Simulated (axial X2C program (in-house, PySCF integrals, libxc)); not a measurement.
## MnGe at several levels of theory

Computed with an in-house relativistic program for diatomic molecules. Spin-free means the one-electron spin-free X2C Hamiltonian; two-component (2c) means X2C with spin–orbit coupling and atomic mean-field two-electron Coulomb and Gaunt terms, so the difference of the two also holds small scalar two-electron terms. Basis: Ge dyall-cv3z [9s9p7d4f1g], Mn dyall-cv3z [9s10p6d3f2g] (cores contracted in-house); Gaussian nuclei, density fitting, unrestricted open shells. Masses: Ge 73.921 u, Mn 54.938 u.

State, spin-free: M_S = 7/2, Λ = 0 (beyond evenly filled blocks: σα, 2 × π+α, 2 × π-α, δ+α, δ-α); electrons by block: σα: 14, σβ: 13, π+α: 7, π+β: 5, π-α: 7, π-β: 5, δ+α: 2, δ+β: 1, δ-α: 2, δ-β: 1. Fragments: Ge + Mn.

State, 2c: Ω = 7/2 (⟨Sz⟩ = 3.50, ⟨Lz⟩ = 0.00 at PBE0); electrons by block: 1/2: 19, -1/2: 20, 3/2: 8, -3/2: 7, 5/2: 2, -5/2: 1. Fragments: Ge + Mn.

```csv
Hamiltonian,level,Re (Å),ωe (cm⁻¹),αe (cm⁻¹),De (eV),D0 (eV),μ (D)
spin-free,PBE0,2.547,215.5,0.000484,1.14,1.13,3.49
spin-free,HF,2.698,180.5,0.000533,0.432,0.421,4.30
spin-free,CCSD,2.621,185.4,0.00066,0.593,0.582,n/a
spin-free,CCSD(T),2.620,187.1,0.000613,0.697,0.685,n/a
spin-free,r2SCAN0,2.541,220.5,0.000459,1.25,1.23,3.64
2c,PBE0,2.548,214.9,0.000486,n/a,n/a,3.49
2c,r2SCAN0,2.542,220.1,0.00046,n/a,n/a,3.64
```

Correlated methods: 11 electrons correlated (number of frozen shells: Ge 3 s, 2 p, 1 d; Mn 3 s, 2 p), 299 virtual spin orbitals or spinors in MP2, 90 natural virtuals in coupled cluster.

Dipoles are positive if Mn is the positive end.

One determinant describes the state; a PBE0 search over occupations chose it and may have missed a lower one. Dissociation energies refer to the lowest single-determinant-based atoms at the same level and basis. De is not given where an atomic determinant may have missed its ground term or J level, or where the truncated virtual space spoils (T). Density functionals use the spin component along the axis (collinear). Coupled cluster ran in a truncated set of natural virtual spinors; the MP2 energy of the rest was added. (T) has no such correction and the atoms are truncated less, which lowers De at CCSD(T) by a hundredth of an eV or more. PBE0 can misorder states that lie within some tenths of an eV, so this need not be the ground state of the molecule. The nearest other spin-free determinant of the search, M_S = 5/2, Λ = 2, lies 0.34 eV up at the distance of the search. Without a current term, density functionals place determinants with orbital angular momentum somewhat too high. With several unpaired electrons one determinant need not be a pure state. This is the top spin component of a Σ state; components of lower Ω are not single determinants and can lie lower. The determinant is spin-polarised beyond a pure state at some levels (its spin-free form has ⟨S²⟩ too high), which makes Re and μ there less reliable. The T1 diagnostic is large, a sign of multireference character. With the outer-core shells frozen, correlated bond lengths of heavy atoms tend to come out a few hundredths of an ångström too long.

No reliable constants came from CCSD (2c), CCSD(T) (2c), HF (2c), MP2 (2c), MP2 (spin-free): no minimum in range, unconverged points, a curve that is not smooth, a change of character along it, or the two Hamiltonians disagreeing along it.

Rough cost a point (2c) on 1 thread(s) of a shared host, integrals apart: PBE0 1.5 s, r2SCAN0 2.1 s.

The whole task took 4.7 min on 1 thread of Arm Neoverse V1 (shared host).
